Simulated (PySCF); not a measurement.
Species: C₇H₅ (doublet state).
Geometry (GFN2-xTB, Å), atoms numbered from 1 in this order:
```
atom  x, y, z in Å
C1    -1.4553    1.9257   -0.1736
C2    -1.0913    0.7859   -0.1392
C3    -0.5792   -0.5815   -0.1157
C4     0.7152   -0.6365   -0.8243
C5     1.7709    0.0837   -1.0203
C6    -0.4063   -1.0230    1.2628
C7    -0.2406   -1.3670    2.3965
H8    -1.8003    2.9162   -0.1968
H9    -1.3107   -1.2401   -0.6097
H10    1.9103    1.0882   -0.6134
H11    2.5976   -0.2732   -1.6168
H12   -0.1091   -1.6791    3.3891
```

The hyperfine couplings belong to this conformer and change with its torsions.

Identity: `C#CC([C]=C)C#C` [radical].

Level of theory: PySCF 2.14.0, UKS B3LYP, pcH-1 on C H, non-relativistic, mean-field spin-orbit, GIAO. Isolated species at its GFN2-xTB geometry (one conformer only). A GFN2-xTB geometry isn't a minimum of the functional, and hyperfine couplings can be far from their values at a DFT geometry. Stability of the SCF solution: not tested.

Principal values of hyperfine tensors in MHz (contact and dipolar terms together), for some of the nuclei:

| atom | isotope | A1 | A2 | A3 |
| --- | --- | --- | --- | --- |
| C4 | 13C | 234.05 | 256.53 | 457.12 |
| H10 | 1H | 172.12 | 175.09 | 183.20 |
| H11 | 1H | 105.58 | 106.66 | 124.37 |
| H9 | 1H | 58.24 | 59.46 | 78.83 |
| C2 | 13C | 50.64 | 52.97 | 61.82 |
| C3 | 13C | 29.07 | 30.58 | 43.44 |
| C1 | 13C | 6.12 | 8.05 | 14.81 |
| H8 | 1H | -3.76 | -2.30 | 1.00 |

(1) Give the isotropic coupling of each nucleus in MHz and in mT (g = 2.0022), and the anisotropic part.

(2) What spin density at the nucleus of C4 lies behind its contact coupling (g_N = 1.40482)?

(3) C6 (13C, g_N = 1.40482) isn't in the table. Its spin density at the nucleus is 0.005818 bohr⁻³. What is its contact coupling?

(4) Which nucleus of the table has the largest anisotropic coupling, and what is its form?

(5) In a single crystal, with the field along each principal axis of the tensor of C4 in turn, what first-order splitting does this nucleus give (isotropic g, quadrupole terms neglected)?

Answers

(1) a_iso = (A1 + A2 + A3)/3, Ti = Ai − a_iso; 1 mT corresponds to 28.023 MHz.

| atom | a_iso (MHz) | a_iso (mT) | T1 | T2 | T3 |
| --- | --- | --- | --- | --- | --- |
| C4 | 315.90 | 11.273 | -81.85 | -59.37 | 141.22 |
| H10 | 176.81 | 6.309 | -4.68 | -1.71 | 6.40 |
| H11 | 112.20 | 4.004 | -6.62 | -5.54 | 12.17 |
| H9 | 65.51 | 2.338 | -7.27 | -6.05 | 13.32 |
| C2 | 55.14 | 1.968 | -4.50 | -2.17 | 6.67 |
| C3 | 34.36 | 1.226 | -5.30 | -3.78 | 9.08 |
| C1 | 9.66 | 0.345 | -3.54 | -1.61 | 5.15 |
| H8 | -1.69 | -0.060 | -2.07 | -0.62 | 2.69 |

(2) a_FC = 800.24 MHz bohr³ × g_N × ρ(0)/(2S). With a_FC = 315.90 MHz and 2S = 1, ρ(0) = 0.281 bohr⁻³.

(3) By the same relation, a_FC = 6.54 MHz. Its full tensor has the principal values 5.33, 5.72, 8.57 MHz.

(4) C4: -81.8, -59.4, 141.2 MHz, rhombic: the two smaller values differ by 16 % of the largest.

(5) 2 lines (I = 1/2), spaced by |A_i|/(g × 13.996): 8.35, 9.15, 16.31 mT along the axes of A1, A2 and A3.
